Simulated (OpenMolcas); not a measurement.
**Cr3+, Mo3+, W3+: d3 down the group**

- Program: OpenMolcas
- Method: SS-RASPT2, IPEA 0.25 Eh, imaginary shift 0.1 Eh
- Basis: ANO-RCC-VQZP
- Scalar Hamiltonian: DKH2, point nucleus
- Spin-orbit coupling: state interaction with AMFI integrals over the reference wave functions, term energies averaged over their components

Active space for each ion: 9 electrons in 8 orbitals (RAS1 p, at most 2 holes; RAS2 d); closed shells correlated by CASPT2: Cr3+ 3s; Mo3+ 4s; W3+ 5s.

Computed levels in cm-1 above 4F 3/2:

```csv
Level,Cr3+,Mo3+,W3+
4F 5/2,258,794,3940
4F 7/2,609,1791,7350
4F 9/2,1045,2920,9900
4P 1/2,14580,10700,19090
4P 3/2,14690,10630,19890
4P 5/2,15000,12030,18290
2G 7/2,15050,11810,16150
2G 9/2,15420,12530,25620
2P 1/2,19580,14270,11770
weight of 4F in the lowest level (%),100,99,85
```

Mixed levels, with the weight of the term that names them: W3+ 4F 9/2 (69 %), W3+ 4P 1/2 (51 %), W3+ 4P 3/2 (51 %), W3+ 2G 9/2 (53 %), W3+ 2P 1/2 (51 %).

Measured, with the error of the calculation in %. Measured levels: Cr3+ from Sugar and Corliss, J. Phys. Chem. Ref. Data 6, 317 (1977); Mo3+ from Sugar and Musgrove, J. Phys. Chem. Ref. Data 17, 155 (1988); W3+ from the list in J. Phys. B 45, 035001 (2012).

| Level | Cr3+ | Mo3+ | W3+ |
| --- | --- | --- | --- |
| 4F 5/2 | 236 (+9.3) | 778 (+2.1) | 3537 (+11.3) |
| 4F 7/2 | 556 (+9.6) | 1760 (+1.8) | 6745 (+8.9) |
| 4F 9/2 | 946 (+10.5) | 2865 (+1.8) | 9256 (+6.9) |
| 4P 1/2 | 14059 (+3.7) | 10338 (+3.5) |  |
| 4P 3/2 | 14177 (+3.6) | 10331 (+2.9) |  |
| 4P 5/2 | 14471 (+3.7) | 11612 (+3.6) | 17190 (+6.4) |
| 2G 7/2 | 15052 (0) | 11580 (+2.0) | 15261 (+5.8) |
| 2G 9/2 | 15402 (+0.1) | 12311 (+1.8) |  |
| 2P 1/2 | 19519 (+0.3) | 14348 (-0.5) |  |

The fine-structure level 4F 9/2 changes by a factor of 9.47 from Cr3+ to W3+.

Without spin-orbit coupling 4P lies 14250, 9870, 9680 cm-1 above 4F in that order; the difference to the level 4P 1/2, of either sign, comes from spin-orbit coupling, which also lowers the zero.

CASPT2 breaks the degeneracy within a term, and the mean is taken; among the terms shown or strongly mixed into the levels shown the widest spread is 470 cm-1 (3d3 4F, Cr3+). Over all roots computed the reference weight is 0.91 to 0.96 in W3+; the roots of lowest weight are the least certain, and an intruder state may touch them. Active for correlation alone: 3p; no level in the range computed is led by a configuration that opens it, so any true level of that kind is missing (holds for Cr3+). Active for correlation alone: 4p; no level in the range computed is led by a configuration that opens it, so any true level of that kind is missing (holds for Mo3+). Active for correlation alone: 5p; no level in the range computed is led by a configuration that opens it, so any true level of that kind is missing (holds for W3+). The CASPT2 spread within a term exceeds the gap to the next term for 5d3 4P and 5d3 2G, so the order of their levels is uncertain (holds for W3+). Measured partners are found by configuration, term and J. A level has none where our copy of the source lacks it or the pairing is in doubt (some pairs that miss far off the trend of their configuration count as doubtful), and it then counts in no deviation. Levels of configurations outside the active space are missing.
